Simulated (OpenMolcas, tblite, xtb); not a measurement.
## C2H3Ge (SMILES [C]#[C][GeH3]): methods side by side

The species is C2H3Ge (6 atoms), meant as a doublet with charge 0. As SMILES, `[C]#[C][GeH3]`. The shape is that of a PBE0-D4/def2-TZVP optimisation.

Quantity: the vertical electron affinity (to the singlet anion), in eV. The values are calculated.

The electron affinity is E(neutral) − E(anion): positive where the electron is bound.

| level | kind | program | value (eV) | CPU time (all runs) |
| --- | --- | --- | --- | --- |
| GFN1-xTB | semi-empirical | xtb | 8.10 | under 2 s |
| IPEA1-xTB | semi-empirical | tblite | 9.13 | under 2 s |
| UHF/def2-SVPD | Hartree–Fock | OpenMolcas | 1.58 | 24 s |
| USVWN5/def2-SVPD | LDA | OpenMolcas | 3.20 | 49 s |
| UPBE/def2-SVPD | GGA | OpenMolcas | 2.96 | 72 s |
| U-r2SCAN/def2-SVPD | meta-GGA | OpenMolcas | 2.87 | 97 s |
| UPBE0/def2-SVPD | global hybrid | OpenMolcas | 2.93 | 71 s |

All-electron rows without a relativistic Hamiltonian named are non-relativistic. Where it was recorded, the anion's HOMO is positive in USVWN5/def2-SVPD, UPBE/def2-SVPD: a fault of the level (basis or self-interaction), which says nothing on whether the real anion is bound. The values span 1.58 to 9.13 eV. The xTB values lack the empirical shift that such differences need. Spin contamination of the reference (⟨S²⟩ at least 0.1 too high) touches UHF/def2-SVPD. Times are those of the runs behind each value, whatever else they computed, on shared processors of several kinds: orders of magnitude only.
